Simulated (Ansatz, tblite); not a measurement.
Cost and result up the ladder for Ag₂Br⁺ (3 atoms). Total charge 1; singlet. Geometry: PBE0-D4/def2-TZVP.

Cartesian coordinates in Å:
```
Ag -0.914 1.548 1.104
Ag 0.658 -0.929 -1.776
Br 0.256 -0.618 0.671
```

Ansatz on 4 threads of Arm Neoverse V1 on a shared host; xTB runs through tblite on one thread. Times are rough, summed over both states, and most runs start from the orbitals of an earlier one. PBE-QIDH/def2-TZVP serves as the yardstick here, not as an exact answer. Differences are given only for rows in sets of like size (and for xTB, whose basis is part of the method), since another set adds its own error. The other state is a quintet at its own geometry.

In the def2 sets Ag takes a core potential, while STO-3G treats all electrons; there is no spin–orbit coupling. The xTB rows come from tblite. HSE06 is defined as in plane-wave codes, on full-range PBE exchange. Correlated methods freeze 9 core orbitals; core or outer-core shells of Ag, Br are correlated, in sets that lack core-valence functions. At PBE0-D4/def2-TZVP a singlet of charge 1 lies 7.61 eV below the quintet, each at its own geometry. The structure comes from a short search, and lower isomers may exist.

Second-order perturbation terms are unreliable where d shells bring near-degenerate states, and here PBE-QIDH/def2-TZVP lies more than 0.4 eV from the median of the functionals without such a term.

Correlated methods converge slowly with the basis.

xTB has no spin-polarisation term.

```
                           level  functions  quintet − singlet (eV)  difference from PBE-QIDH/def2-TZVP (eV)
             r2SCAN-D4/def2-TZVP        128                    6.99                                    -1.64
                       HF/STO-3G         72                   -2.82                                        –
            r2SCANh-D4/def2-TZVP        128                    7.28                                    -1.35
                        GFN1-xTB         27                    6.15                                    -2.48
               ωB97M-V/def2-TZVP        128                    8.47                                    -0.17
               ωB97X-V/def2-TZVP        128                    8.41                                    -0.22
                        GFN2-xTB         27                    7.89                                    -0.75
              PBE-QIDH/def2-TZVP        128                    8.63                                     0.00
HSE06-D4/def2-TZVP (with forces)        128                    7.59                                    -1.04
```

(1) Estimate how long each takes.

## Answers

(1) GFN1-xTB 0.007 s; GFN2-xTB 0.01 s; HF/STO-3G 4.1 s; HSE06-D4/def2-TZVP (with forces) 8.7 s; PBE-QIDH/def2-TZVP 13 s; r2SCANh-D4/def2-TZVP 14 s; r2SCAN-D4/def2-TZVP 18 s; ωB97X-V/def2-TZVP 22 s; ωB97M-V/def2-TZVP 36 s. On shared hardware such times vary by a factor of up to 3.
